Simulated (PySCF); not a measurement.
Sn(F)4 anion (F4Sn), SMILES [F][Sn]([F])([F])[F] (connectivity only; charge and spin as stated), charge -1, multiplicity 2.

Geometry: B3LYP-D3(BJ)/def2-SVPD. The geometry has at least one imaginary mode, so it is a saddle point at that level. The multiplicity is an assumed one; other spin states were not compared. The isomer is the one that the SMILES or the coordinates give; other isomers of the formula were not compared. The def2 effective core potentials stand for the cores of Sn; spin–orbit coupling is left out.

Calculation: PySCF with CAM-B3LYP/def2-SVPD.

The molecule is in vacuum.

- total energy = -613.48535 hartree
- point group = Td
- α spin, highest occupied and lowest empty level = -2.91 and 5.21 eV
- β spin, highest occupied and lowest empty level = -7.53 and 1.83 eV
- dipole moment about the centre of nuclear charge = 0.00 D
- mean static polarisability = 54.6 bohr³ (8.09 Å³)
- polarisability, principal values = 54.6, 54.6, 54.6 bohr³
- ⟨S²⟩ = 0.755 (pure state 0.75)
